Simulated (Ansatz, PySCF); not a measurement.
SbCl₂Br, SMILES [Sb]([Cl])([Br])[Cl].

Coordinates come from a r2SCAN-D4/def2-SVP optimisation. The def2 effective core potentials stand for the cores of Sb; spin–orbit coupling is left out.

Vertical ionisation energy (IE) and electron affinity (EA) in eV. Rows of orbital energies are one-electron estimates. Where ΔSCF, EOM or ADC give a negative EA the extra electron is unbound and the value depends on the basis.

| level | IE | EA |
|---|---|---|
| −ε(HOMO), −ε(LUMO), HF/def2-TZVP (PySCF) | 10.84 | -0.83 |
| −ε(HOMO), −ε(LUMO), PBE/def2-TZVP (PySCF) | 7.32 | 2.95 |
| ΔSCF, CAM-B3LYP/def2-SVPD (Ansatz), final states of multiplicity 2 and 2 | 10.60 | 0.82 |
| ΔSCF, PBE/def2-SVPD (Ansatz), final states of multiplicity 2 and 2 | 10.11 | 0.73 |

What vertical singlet–triplet gap does ΔSCF give with CAM-B3LYP/def2-SVPD (Ansatz, a first-principles code) and with PBE/def2-SVPD (Ansatz)? (Estimate from the structure and the level; the computed values follow.)

4.27 and 4.06 eV (triplet above singlet where positive).
